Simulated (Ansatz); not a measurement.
Ansatz results at the PBE0-D4/def2-TZVP geometry: size of the dipole moment (PBE/def2-TZVPP) 1.74 D; LUMO energy (B3LYP/def2-TZVPP) -2.97 eV; HOMO energy (PBE/def2-TZVPP) -5.78 eV.

Each molecule was computed in one conformer, which needn't be the lowest.

Which molecule gave them?
A. `BC(O)C(=C)N`
B. `C[B]1[O][GeH2]1`
C. `[BH2][GeH2][CH]=O`
D. `[BH2][GeH]1[CH2][O]1`

C. The others give `BC(O)C(=C)N`: 1.90, -1.56, -5.14; `C[B]1[O][GeH2]1`: 1.75, -1.28, -5.68; `[BH2][GeH]1[CH2][O]1`: 1.58, -2.96, -6.09.

B3LYP here is the variant with VWN-RPA as its local correlation; programs differ in this.
